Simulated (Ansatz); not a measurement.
Pulling on the Al1–O2 bond in AlO (multiplicity 2 held). Energies count from the point at 1.627 Å.


R- and RO- levels are restricted; in cc, def2 and unpolarised 6-31G sets they are followed outwards from rest. Unrestricted levels (U-) break spin symmetry where that is lower. Curves can end on different states.

Frozen-core correlation.

Programs: Ansatz (Gaussian orbitals). 

Energies in kcal/mol.

```csv
R (Å),U-HF/cc-pV(D+d)Z,RO-MP2/cc-pV(D+d)Z,U-MP2/cc-pV(D+d)Z,U-CCSD/cc-pV(D+d)Z,RO-CCSDT/cc-pV(D+d)Z
1.302,89.4,131.5,62.4,75.3,131.6
1.465,24.4,35.8,-11.5,3.8,36.0
1.627,0.0,0.0,0.0,0.0,0.0
1.790,-6.0,-8.3,-8.0,-8.4,-8.6
1.953,-0.4,-3.8,-4.1,-4.1,-4.7
2.197,16.9,12.4,12.1,11.9,10.6
2.441,36.2,31.6,32.2,30.6,28.3
2.848,52.0,60.6,71.0,57.3,53.8
3.255,54.0,82.9,82.5,77.0,70.3
3.743,54.4,102.2,83.5,78.9,79.3
4.394,54.9,118.2,84.4,79.9,82.1
5.208,55.4,125.8,84.9,80.5,82.4
6.510,55.5,119.2,85.1,80.7,82.5
```

Doubts at one or more of the structures used: a spin-contaminated determinant (U-HF/cc-pV(D+d)Z, U-MP2/cc-pV(D+d)Z, U-CCSD/cc-pV(D+d)Z); a restricted determinant that unrestricted orbitals would lower (RO-MP2/cc-pV(D+d)Z, RO-CCSDT/cc-pV(D+d)Z); T1 above 0.05 (U-CCSD/cc-pV(D+d)Z, RO-CCSDT/cc-pV(D+d)Z); the program's own flag: large difference (U-CCSD/cc-pV(D+d)Z); other coupled-cluster roots lie near (RO-CCSDT/cc-pV(D+d)Z).

Ansatz is a quantum-chemistry and plane-wave program.
